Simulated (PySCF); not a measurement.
Several orderings of computed values.

Each SMILES stands for a single optimised conformer of the isolated species, non-relativistic unless stated. Electronic properties by PySCF.

Dipoles, sizes and rotational constants follow the conformer. The torsions of the flexible species, by atom-mapped SMILES:
- `[CH3:1][C:2](=[O:3])[c:4]1[n:5][n:6][c:7]([CH3:8])[n:9]1[CH3:10]`: C1–C2–C4–N5 -7°
- `[CH3:1][CH2:2][c:3]1[nH:4][n:5][n:6][c:7]1[C:8]([CH3:9])=[O:10]`: C1–C2–C3–N4 95°, N6–C7–C8–C9 2°
- `[CH3:1]/[CH:2]=[CH:3]\[SiH2:4][Cl:5]`: C2–C3–Si4–Cl5 -64°
- `[CH2:1]=[C:2]([CH3:3])[P@:4](=[O:5])([OH:6])[CH2:7][CH2:8][CH3:9]`: C1–C2–P4–O5 162°, C2–P4–C7–C8 -65°, P4–C7–C8–C9 -174°, H–O6–P4–C2 110°
- `[CH2:1]=[C:2]([CH3:3])[PH:4][C:5]([CH3:6])([CH3:7])[CH3:8]`: C1–C2–P4–C5 -85°, C2–P4–C5–C6 -44°
- `[CH3:1][C:2](=[O:3])[c:4]1[n:5][n:6]([CH3:7])[n:8][c:9]1[CH3:10]`: C1–C2–C4–N5 -1°
- `[CH3:1][CH2:2][C:3]([CH3:4])([CH3:5])[P:6]1[CH2:7][CH2:8]1`: C1–C2–C3–C4 62°, C2–C3–P6–C7 122°
- `[CH2:1]=[C:2]([CH3:3])[P:4]([CH3:5])[CH:6]([CH3:7])[CH3:8]`: C1–C2–P4–C5 147°, C2–P4–C6–C7 66°
- `[CH3:1][CH2:2][C:3]([CH3:4])=[O:5]`: C1–C2–C3–C4 169°
- `[CH3:1][c:2]1[cH:3][s:4][c:5]([CH2:6][C:7]([F:8])([F:9])[F:10])[cH:11]1`: S4–C5–C6–C7 -103°, C5–C6–C7–F8 180°

**Question.** Rank by HOMO–LUMO gap, lowest first (PBE0/pcSseg-1 at GFN2-xTB geometries).
A. `CC#CC1=CSCC1`
B. `CCC1=C(C(C)=O)N=NN1`
C. `C=C(C)[P@](=O)(O)CCC`
D. `C/C=C\[SiH2]Cl`
E. `C=C(C)PC(C)(C)C`
F. `CC(=O)c1nnc(C)n1C`

**Answer.** A (5.16 eV), F (5.78 eV), B (6.21 eV), E (6.43 eV), D (7.05 eV), C (7.15 eV).

**Question.** By how much do the two ends of that ranking differ?

**Answer.** By 1.99 eV, between `C=C(C)[P@](=O)(O)CCC` and `CC#CC1=CSCC1`.

**Question.** Rank by smallest rotational constant, lowest first (GFN2-xTB).
A. `C=C(C)P(C)C(C)C`
B. `CC(=O)c1nn(C)nc1C`
C. `C/C=C\[SiH2]Cl`
D. `CC#CC1=CSCC1`
E. `CCc1[nH]nnc1C(C)=O`
F. `CCC(C)(C)P1CC1`

**Answer.** D (0.694 GHz), B (0.749 GHz), E (0.810 GHz), A (1.046 GHz), F (1.179 GHz), C (1.529 GHz).

**Question.** By how much do the two ends of that ranking differ?

**Answer.** By 0.835 GHz, between `C/C=C\[SiH2]Cl` and `CC#CC1=CSCC1`.

**Question.** Rank by dipole moment, highest first (PBE0/pcSseg-1 at GFN2-xTB geometries).
A. `O=C(CC)C`
B. `CCc1[nH]nnc1C(C)=O`
C. `C=C(C)[P@](=O)(O)CCC`
D. `C=C(C)PC(C)(C)C`
E. `CC#CC1=CSCC1`
F. `CC(=O)c1nnc(C)n1C`
G. `FC(F)(F)Cc1scc(c1)C`

**Answer.** F (3.75 D), B (3.56 D), A (2.85 D), C (2.55 D), G (2.38 D), E (1.80 D), D (1.38 D).

**Question.** Rank by HOMO energy, highest first (PBE0/pcSseg-1 at GFN2-xTB geometries).
A. `CC#CC1=CSCC1`
B. `Cc1csc(CC(F)(F)F)c1`
C. `CCc1[nH]nnc1C(C)=O`
D. `C/C=C\[SiH2]Cl`

**Answer.** A (-5.62 eV), B (-6.85 eV), C (-7.42 eV), D (-7.81 eV).

**Question.** By how much do the two ends of that ranking differ?

**Answer.** By 2.19 eV, between `CC#CC1=CSCC1` and `C/C=C\[SiH2]Cl`.
